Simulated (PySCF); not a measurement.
**V²⁺ (vanadium, charge +2) across methods**

[Ar] 3d2 4p1, one real determinant (an excited configuration). Computed with PySCF 2.14 in aug-cc-pVDZ-DK (7s6p4d2f, 59 functions), with the spin-free X2C one-electron Hamiltonian (Gaussian nucleus).

```tsv
method	E (hartree)	mean ε 3p β (eV)	mean ε 3d α (eV)	mean ε 4p α (eV)	Σ⟨r²⟩ (bohr²)	⟨S²⟩
PBE	-947.739	-67.483	-30.051	-16.108	24.89	3.750
r2SCAN	-947.943	-68.327	-30.591	-16.109	24.88	3.751
B3LYP	-947.999	-69.745	-32.065	-16.558	24.89	3.751
M06-2X	-947.983	-73.054	-34.392	-17.339	24.79	3.750
LC-wPBE	-947.801	-73.029	-35.258	-18.627	24.94	3.750
UHF	-947.04361	-77.231	-38.842	-18.013	25.26	3.752
LDA	-945.731	-67.571	-30.023	-16.115	24.90	3.750
revPBE	-947.883	-67.450	-30.008	-16.092	24.90	3.750
```

Problem. Estimate the same row for PBE0.

Solution. E (hartree) = -947.781; mean ε 3p β (eV) = -70.291; mean ε 3d α (eV) = -32.447; mean ε 4p α (eV) = -16.685; Σ⟨r²⟩ (bohr²) = 24.91; ⟨S²⟩ = 3.751.

⟨L²⟩ = 13.94 against 20 for a pure G term, so this real determinant mixes terms.
